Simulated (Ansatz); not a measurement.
Job for Ansatz (a quantum-chemistry and plane-wave program): R-wB97M-V/def2-TZVPP on H2OSi (SMILES O[SiH]).

Ansatz 0.2 input:
```yaml
crystal:
  periodic: [false, false, false]
  atoms:
    - {symbol: Si, position_ang: [-0.28591228, 0.86635779, -0.09886074]}
    - {symbol: O, position_ang: [0.50442916, -0.58794938, 0.07365992]}
    - {symbol: H, position_ang: [-1.68426906, 0.24866640, -0.06244219]}
    - {symbol: H, position_ang: [1.46565218, -0.52707481, 0.08754301]}
basis:
  gaussian:
    orbitals: def2-TZVPP
hamiltonian:
  xc: {name: wB97M-V}
scf: {lower_state_search: off}
```

The log:

```
WARN ansatz: RAYON_NUM_THREADS=1 ignored (pool sized by the plan → 1); use --threads N
Functional definition: wB97M-V
these checks for a lower state are left out or cut short: stability, starts, cluster_reference, orbital_swaps, neighbouring_geometries, increment
integrals: 0.03 GiB planned
560 factors; their error is unknown
integrals: 0.06 GiB planned
121 factors; integrals over basis functions are off by at most 3.2e-5 eV
mean field: 0.32 GiB planned
mean field evaluation 1: about -9953.0032 eV, gradient 4.8e1 eV
mean field evaluation 2: about -9950.2448 eV, gradient 6.3e1 eV
mean field evaluation 4: about -9956.8266 eV, gradient 6.2e-1 eV
mean field evaluation 8: about -9956.8363 eV, gradient 1.6e-1 eV
mean field evaluation 16: about -9956.8363 eV, gradient 1.2e-5 eV
mean field -9956.83634708 eV, -365.9069867690 hartree, gradient 3.1e-6 eV, S^2 0.000000; 0 other end points of the search recorded, 0 dependent functions left out
reference -9956.83638288 eV, -365.9069880849 hartree; 12, 12 occupied and 89, 89 virtual orbitals, 560 factors
Total energy: -9956.83638288 eV, -365.9069880849 hartree
Checks for a lower state left out: stability, starts, cluster_reference, orbital_swaps, neighbouring_geometries, increment
```

The run converged.

Cost: roughly 0.9 core-seconds.
